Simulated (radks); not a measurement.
The numbers below are computed, except where a source is named.
Polarisability of the silicon ion Si+, [Ne] 3s2 3p1, at imaginary frequency. Code: a radial shooting solver on a logarithmic mesh with Libxc functionals. Model: non-relativistic Kohn-Sham, exchange-only LDA, spin-polarised, spherical densities, point nucleus; open shells are filled with parallel spins first. Response by self-consistent Sternheimer equations with the Hartree and adiabatic exchange-only LDA kernel.

w (hartree),alpha1(iw) (bohr^3)
0.00266,19.79
0.0143,19.76
0.0360,19.58
0.0697,19.02
0.118,17.74
0.186,15.43
0.280,12.14
0.413,8.479
0.605,5.257
0.892,2.944
1.35,1.522
2.12,0.7400
3.59,0.3382
6.94,0.1315
17.5,0.02993

Static values: alpha1 = 19.79 bohr^3 (2.932 angstrom^3; uncoupled 32.88). C6 = 105.6, triple-dipole C9 = 1543 atomic units. One-pole (London) frequency 4 C6 / (3 alpha1^2) = 0.360 hartree, against 0.412 for minus the highest occupied eigenvalue. The dipole shielding factor is 0.929, as the force sum rule N/Z = 0.929 demands.
